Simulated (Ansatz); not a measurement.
A nudged elastic band was laid between two geometries of GaH3 + H4Si (9 atoms, charge 0, multiplicity 1).

Level of theory: RKS PBE/def2-SVP (Ansatz 0.2.0).

| Item | Value |
| --- | --- |
| movable images | 5 |
| climbing image | yes |
| spring | 5.0 eV/Å² |
| optimiser | quadratic models (default) |
| start path | through a guess of the saddle point |
| force threshold | 0.05 eV/Å |
| iteration limit | 60 |
| end points | relaxed |

Image 0:

```xyz
9
Properties=species:S:1:pos:R:3
Ga -0.035 0.264 0.135
H 0.447 1.141 1.359
H 1.047 -0.481 -0.757
H -1.536 0.314 -0.362
Si 0.147 -2.743 1.126
H -0.288 -3.210 -0.228
H 1.637 -2.736 1.271
H -0.497 -3.561 2.209
H -0.378 -1.323 1.360
```

Image 6:

```xyz
9
Properties=species:S:1:pos:R:3
Ga -0.153 -0.593 -0.125
H 0.265 0.796 1.608
H 1.064 0.158 -0.807
H -1.601 0.041 -0.233
Si 0.142 -2.821 0.792
H -0.150 -3.828 -0.295
H 1.549 -3.074 1.275
H -0.798 -3.115 1.936
H 0.225 0.102 1.962
```

(1) What changes between the two ends?

(2) Give the energies along the band, and the barrier.

(3) What is the geometry of the highest image?

(4) What are the harmonic wavenumbers there?

Answers

(1) Bonds broken: Ga1–H2, Si5–H9. Bonds formed: Ga1–Si5, H2–H9. GaH3 + H4Si becomes GaH5Si + H2.

(2) The run converged. The highest image is number 3 of 0 to 6, 22.3 kcal/mol above the first end and 20.9 kcal/mol above the last; the last end lies 1.3 kcal/mol above the first. A vibrational analysis at the climbing image gives one clearly imaginary mode, 1067i cm⁻¹: a first-order saddle point. The orbitals stay closed-shell, which can raise the energy where a bond breaks towards radicals; this wasn't checked here.

```
image  path coordinate (Å)  energy (kcal/mol)  Ga1–H2 (Å)  Si5–H9 (Å)  Ga1–Si5 (Å)
    0                 0.00                0.0        1.58        1.53         3.17
    1                 0.73                0.2        1.58        1.53         3.22
    2                 1.46                4.2        1.59        1.55         3.00
    3                 2.19               22.3        1.72        1.92         2.64
    4                 2.67                9.9        1.96        2.32         2.46
    5                 3.15                2.4        2.18        2.72         2.42
    6                 3.63                1.3        2.26        3.15         2.43
```

(3) 
```xyz
9
Properties=species:S:1:pos:R:3:forces:R:3
Ga -0.130 -0.136 -0.008 0.00 0.00 0.00
H 0.263 0.422 1.571 0.00 0.00 0.00
H 1.160 0.024 -0.863 0.00 0.00 0.00
H -1.674 -0.004 -0.147 0.00 0.00 0.00
Si 0.147 -2.577 0.957 0.00 0.00 0.00
H -0.219 -3.316 -0.306 0.00 0.00 0.00
H 1.543 -2.986 1.346 0.00 0.00 0.00
H -0.811 -3.009 2.036 0.00 0.00 0.00
H 0.265 -0.751 1.527 0.00 0.00 0.00
```

(4) 1067i, 87, 228, 282, 454, 502, 576, 612, 662, 781, 844, 885, 902, 1003, 1563, 1710, 1979, 2007, 2140, 2160, 2170 cm⁻¹.

The run took 73 s on 2 threads of Intel(R) Xeon(R) 6975P-C (Granite Rapids), on a shared host, peak memory 0.16 GiB.
